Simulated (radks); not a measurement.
The numbers below are computed, except where a source is named.
Charge is removed step by step from the 5p3/2 level of Er, starting from [Kr] 4d10 4f12 5s2 5p(1/2: 2, 3/2: 4) 6s2. Code: a radial shooting solver on a logarithmic mesh with Libxc functionals. Model: Dirac Kohn-Sham, PBE, spin-unpolarised, spherical densities, finite nucleus; open shells fill j = l - 1/2 first; Fermi nuclear charge, rms radius 5.2516 fm.

| removed (e) | E - E(0) (eV) | eigenvalue (eV) | E minus straight line (eV) |
|---|---|---|---|
| 0 | 0.000 | -24.842 | 0.000 |
| 0.125 | 3.184 | -26.115 | -0.592 |
| 0.25 | 6.530 | -27.425 | -1.023 |
| 0.375 | 10.042 | -28.767 | -1.288 |
| 0.5 | 13.723 | -30.140 | -1.383 |
| 0.625 | 17.578 | -31.539 | -1.305 |
| 0.75 | 21.609 | -32.964 | -1.050 |
| 0.875 | 25.820 | -34.411 | -0.616 |
| 1 | 30.213 | -35.880 | 0.000 |

Removing the whole electron costs 30.213 eV by Delta-SCF, against 24.842 eV from minus the eigenvalue at the starting occupation. Slater's transition state (half an electron removed) gives 30.140 eV. Integrating minus the eigenvalue over the occupation (Janak's theorem) gives 30.213 eV. The mean slope of the eigenvalue, de/dn, is 11.0 eV per electron.
